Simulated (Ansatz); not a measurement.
PBE exchange is replaced step by step with exact exchange (0 % is PBE, 25 % PBE0; no dispersion term), basis def2-SVP, Ansatz. System: the cluster Al2Sb2⁺. The state is a doublet with charge 1. Geometry: PBE-D4/def2-SVP, each spin state at its own.

Geometry of the doublet:

```xyz
4

Al    0.1644   -1.4389    1.6834
Al   -1.0924    0.7343    0.8248
Sb   -0.2233    1.4497   -1.5958
Sb    1.1514   -0.7451   -0.9124
```

In the def2 sets Sb takes a core potential; there is no spin–orbit coupling. The structure comes from a short search, and lower isomers may exist.

HOMO and LUMO are taken over both spins.

```tsv
exact exchange (%)	HOMO (eV)	LUMO (eV)	gap (eV)	⟨S²⟩	quartet − doublet (kJ/mol)
10	-9.65	-8.29	1.36	0.757	106.7
15	-9.83	-8.17	1.65	0.759	103.5
40	-10.72	-7.58	3.14	0.795	87.3
```
